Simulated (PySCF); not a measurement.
CH7Cl3Si3, SMILES [SiH2](C)[SiH2][Si](Cl)(Cl)Cl at its GFN2-xTB optimised geometry (Å):

```
14

C      0.8517    -2.3610     0.3106
Si    -0.6570    -2.1408     1.4438
Si    -1.0937     0.1322     1.7195
Si    -0.2440     1.4565     0.0000
Cl     1.7955     1.4565     0.0000
Cl    -0.8021     3.4093     0.0000
Cl    -0.7981     0.7129    -1.8209
H      1.7305    -1.8715     0.7218
H      1.0973    -3.4093     0.1686
H      0.6691    -1.9319    -0.6712
H     -1.7955    -2.8578     0.8512
H     -0.3817    -2.8051     2.7264
H     -0.5447     0.6749     2.9725
H     -2.5327     0.4238     1.8105
```

Level of theory: PBE/def2-TZVP in PySCF.

Map of the Laplacian of the electron density (e/bohr⁵), clipped to [-1.50, 1.50] on the plane z = 0.8 Å:

```
|#########################|
|#########################|
|#########################|
|#########################|
|#########################|
|##########*##############|
|#########################|
|#########################|
|#########################|
|##########**####*########|
|##########***############|
|##########**#############|
|##########*##############|
|#########################|
|#########################|
|#########################|
|##########%%*##+ ########|
|########**@@*+**#########|
|######## +###############|
|########*################|
|#########################|
|#########################|
|#########################|
|#########################|
|#########################|
```
Scale: ten equal steps from -1.50 (start of ' ') to 0.629 (end of '@'), in the order ' .:-=+*#%@'; x runs from -5.50 to 5.50, y from -5.50 (bottom) to 5.50 (top).
